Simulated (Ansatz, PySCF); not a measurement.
BrCl₂FGe. Atoms are numbered in the order given.

```xyz
5

F     -0.6620    -1.9509     0.0000
Ge    -0.4069    -0.2292     0.0000
Cl    -1.3406     0.5589     1.7598
Cl    -1.3406     0.5589    -1.7598
Br     1.8446     0.1683     0.0000
```

Geometry: PBE-D3(BJ)/def2-SVP.

Vertical ionisation energy (IE) and electron affinity (EA) in eV. Rows of orbital energies are one-electron estimates. Where ΔSCF, EOM or ADC give a negative EA the extra electron is unbound and the value depends on the basis.

```
level                                                                   IE    EA
-------------------------------------------------------------------  -----  ----
−ε(HOMO), −ε(LUMO), CAM-B3LYP/def2-TZVP (PySCF)                      10.70  1.65
−ε(HOMO), −ε(LUMO), PBE/def2-TZVP (PySCF)                             7.99  3.59
ΔSCF, PBE0/def2-SVPD (Ansatz), final states of multiplicity 2 and 2  11.52  1.12
ΔSCF, PBE/def2-SVPD (Ansatz), final states of multiplicity 2 and 2   10.96  1.23
```

**Question.** What vertical singlet–triplet gap does ΔSCF give with PBE0/def2-SVPD (Ansatz, an electronic-structure program) and with PBE/def2-SVPD (Ansatz)? (Estimate from the structure and the level; the computed values follow.)

**Answer.** 4.97 and 4.41 eV (triplet above singlet where positive).
